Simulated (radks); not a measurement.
Values are calculated unless marked as measured or tabulated.
Radial electron density D(r) = 4 pi r^2 rho(r) of an atom or ion with 3 electrons. Code: a radial shooting solver on a logarithmic mesh with Libxc functionals. Model: scalar-relativistic Kohn-Sham, PBEsol, spin-polarised, spherical densities, point nucleus.

```
   r/bohr * D(r) (the largest magnitude, 55, reaches the edge; | marks zero)
 0.002236 |    *
 0.002709 |      *
 0.003256 |        *
 0.003946 |           *
 0.004781 |                *
 0.005793 |                    *
 0.006963 |                          *
 0.008437 |                                 *
  0.01022 |                                        *
  0.01239 |                                              *
  0.01489 |                                                   *
  0.01804 |                                                      *
  0.02186 |                                                     *
  0.02649 |                                                 *
  0.03184 |                                        *
  0.03858 |                              *
  0.04674 |                    *
  0.05664 |            *
  0.06808 |         *
  0.08249 |        *
  0.09995 |         *
   0.1211 |        *
   0.1456 |      *
   0.1764 |   *
   0.2137 |*
    0.259 *
   0.3113 *
   0.3771 *
```

What is the nuclear charge?

Answer. Z = 48. The innermost maximum, from 1s, lies near gamma/Z bohr with gamma = sqrt(1 - (Z/c)^2) = 0.937, here 0.0195 bohr (found: 0.0192), and its height grows with Z. The density is that of the cadmium ion Cd45+ in [He] 2s1; the configuration itself is not fixed sharply by these data, and Z only to a few units. D(r) has 2 maxima, at r = 0.0192, 0.0992 bohr, and minima at 0.0793 bohr, inside which lie 2.13 electrons.
